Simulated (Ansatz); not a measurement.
C2H4ClGaO (`O/C=[C](/Cl)[GaH2]`). Charge 0, multiplicity 1.

```xyz
9

O    -0.2643    1.2235    0.5519
C     0.8422    0.3691    0.6898
C     0.7768   -0.6728   -0.1230
Cl    2.0497   -1.8077   -0.2755
Ga   -0.9992   -0.4157   -0.9839
H    -0.6951    1.3613    1.4031
H     1.6210    0.6865    1.3755
H    -2.2511   -1.0056   -0.2463
H    -1.0801    0.2616   -2.3916
```

Question: List the harmonic frequencies (cm⁻¹, unscaled) at PBE0-D4/def2-TZVP in Ansatz. (Estimate.)

Answer: The calculation gave: 110, 199, 241, 273, 296, 440, 457, 513, 531, 627, 740, 844, 987, 1086, 1212, 1284, 1677, 1970, 1987, 3194, 3814.

Question: Is this a minimum?

Answer: Yes, all 21 modes are real.

Question: Give the ideal-gas thermochemistry at 298.15 K and 1 bar (rigid rotor, harmonic oscillator; point group C1, symmetry number 1).

Answer: Zero-point energy 134.5 kJ/mol; H(298) − E = 154.9 kJ/mol; entropy 348.0 J/(mol·K), of which translation 171.3, rotation 117.6, vibration 59.1; G(298) − E = 51.2 kJ/mol.

Question: And at 400, 500, 600, 800 and 1000 K?

Answer: 
```tsv
T (K)	H − E (kJ/mol)	S (J/mol/K)	G − E (kJ/mol)
400	166.7	381.8	14.0
500	179.8	411.0	-25.7
600	194.0	436.9	-68.1
800	225.1	481.5	-160.1
1000	258.7	518.9	-260.2
```

Question: Rotational constants (cm⁻¹)?

Answer: 0.1351, 0.05421, 0.03947.
